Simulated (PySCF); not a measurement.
Job file and geometry (Å, from GFN2-xTB) of a spin–spin coupling run on `[CH3][GeH2][B](O)O`, CH7BGeO2, B3LYP/pcJ-1 Ge:pcSseg-1 indirect spin-spin coupling, non-relativistic, gas phase in PySCF 2.14.0, density-fitted response routines; density fitting, a coarse starting grid and PySCF grid level 2 are the driver's defaults:

```
$ OMP_NUM_THREADS=1 python probes_run.py task.json out

{"job": {"kind": "j", "xc": "B3LYP", "basis": "pcJ-1"}, "charge": 0, "multiplicity": 1}
C     -1.879567     0.412038    -0.520156
Ge    -0.486238    -0.440006     0.582851
B      1.423931    -0.052440    -0.013168
O      1.553376     0.264948    -1.311311
O      2.539165    -0.085553     0.751571
H     -2.877543     0.125676    -0.201723
H     -1.801540     1.495057    -0.467381
H     -1.753693     0.120494    -1.559680
H     -0.763072    -0.063562     2.026544
H     -0.828038    -1.911200     0.628216
H      2.446006     0.444503    -1.615558
H      2.428413    -0.310640     1.673770
```

Q: What does the program print?

A: 
```
coarse grid: 45440 points
cycle   1  E = -2294.3669723896  dE = -1.723e-01  |g| = 1.318e+00  |ddm| = 2.831e+00
cycle   2  E = -2294.0983831689  dE =  2.686e-01  |g| = 1.775e+00  |ddm| = 1.842e+00
cycle   3  E = -2294.5729677012  dE = -4.746e-01  |g| = 1.918e-01  |ddm| = 1.286e+00
cycle   4  E = -2294.5787771219  dE = -5.809e-03  |g| = 6.655e-02  |ddm| = 1.257e-01
cycle   5  E = -2294.5792466910  dE = -4.696e-04  |g| = 1.219e-02  |ddm| = 3.875e-02
cycle   6  E = -2294.5792758687  dE = -2.918e-05  |g| = 4.008e-03  |ddm| = 1.323e-02
cycle   7  E = -2294.5792786463  dE = -2.778e-06  |g| = 1.256e-03  |ddm| = 3.014e-03
final grid: 95480 points
cycle   8  E = -2294.5793042036  dE =  4.774e-07  |g| = 2.211e-03  |ddm| = 2.658e-03
cycle   9  E = -2294.5793024810  dE =  1.723e-06  |g| = 3.928e-03  |ddm| = 3.859e-03
cycle  10  E = -2294.5793050086  dE = -2.528e-06  |g| = 1.903e-04  |ddm| = 2.420e-03
cycle  11  E = -2294.5793050140  dE = -5.415e-09  |g| = 2.648e-05  |ddm| = 1.525e-04
cycle  12  E = -2294.5793050141  dE = -1.301e-10  |g| = 3.561e-06  |ddm| = 2.357e-05
converged SCF energy = -2294.5793050141

Indirect spin-spin couplings (Hz)
  i      j    bonds     total        FC       PSO       DSO        SD
  0 C    2 B    2      3.119     3.277    -0.046    -0.081    -0.031
  0 C    3 O    3      0.591     0.554     0.045    -0.008         -
  0 C    4 O    3     -0.121    -0.172    -0.007     0.057         -
  0 C    5 H    1    138.851   136.432     1.513     0.907         -
  0 C    6 H    1    133.759   131.255     1.579     0.925         -
  0 C    7 H    1    134.381   131.916     1.532     0.934         -
  0 C    8 H    2      4.120     4.532     0.130    -0.542         -
  0 C    9 H    2      3.365     3.762     0.119    -0.515         -
  0 C   10 H    4     -0.384    -0.340     0.334    -0.378         -
  0 C   11 H    4     -0.153     0.138     0.166    -0.457         -
  2 B    3 O    1     -1.325    -6.604     5.666    -0.183    -0.204
  2 B    4 O    1     -6.556   -12.145     5.798    -0.178    -0.032
  2 B    5 H    3      6.010     6.397     0.268    -0.677     0.022
  2 B    6 H    3     -0.235    -0.089    -0.073    -0.059    -0.014
  2 B    7 H    3     -0.103     0.078    -0.110    -0.051    -0.021
  2 B    8 H    2     11.200    11.849    -0.044    -0.642     0.037
  2 B    9 H    2      8.814     9.431    -0.021    -0.647     0.051
  2 B   10 H    2     -5.566    -4.437    -0.178    -0.821    -0.129
  2 B   11 H    2     -0.063     0.991    -0.265    -0.737    -0.051
  3 O    5 H    4      0.363     0.288    -0.089     0.164         -
  3 O    8 H    3     -9.144    -9.403    -0.122     0.381         -
  3 O    9 H    3     -1.692    -1.859    -0.060     0.228         -
  3 O   10 H    1    -81.382   -69.255   -11.740    -0.388         -
  3 O   11 H    3     -2.643    -2.975    -0.101     0.432         -
  4 O    8 H    3      0.459     0.419    -0.039     0.078         -
  4 O    9 H    3     -0.400    -0.510    -0.084     0.194         -
  4 O   10 H    3     -2.461    -3.154     0.750    -0.057         -
  4 O   11 H    1    -93.292   -81.203   -11.720    -0.368         -
  5 H    6 H    2    -13.035   -14.049     3.049    -2.034         -
  5 H    7 H    2    -13.053   -14.070     3.039    -2.022         -
  5 H    8 H    3      0.461     0.825     0.233    -0.596         -
  5 H    9 H    3      1.837     2.027     0.117    -0.307         -
  5 H   10 H    5     -0.434    -0.087     1.429    -1.775         -
  5 H   11 H    5     -0.614     0.164     0.724    -1.502         -
  6 H    7 H    2    -13.965   -15.010     2.937    -1.892         -
  6 H    8 H    3      0.951     1.458     0.308    -0.815         -
  6 H    9 H    3     10.497    12.639     1.666    -3.808         -
  6 H   11 H    5     -0.522     0.008     0.556    -1.087         -
  7 H    8 H    3      9.960    12.170     1.661    -3.871         -
  7 H    9 H    3      0.533     1.105     0.374    -0.946         -
  7 H   11 H    5     -0.654     0.015     0.868    -1.538         -
  8 H    9 H    2     -6.899    -4.908     0.682    -2.674         -
  8 H   10 H    4      3.136     4.216     1.479    -2.559         -
  8 H   11 H    4      0.240    -0.098    -0.863     1.201         -
  9 H   10 H    4     -0.295     0.474     1.446    -2.215         -
  9 H   11 H    4     -0.742    -0.105     0.054    -0.691         -
 10 H   11 H    4     -0.600    -0.409     2.843    -3.034         -
```

Size and cost of the density-fitted run: 219 basis functions, 87 s wall time (74 s CPU) on 1 thread of an Intel Xeon, shared host; peak memory 0.91 GiB.
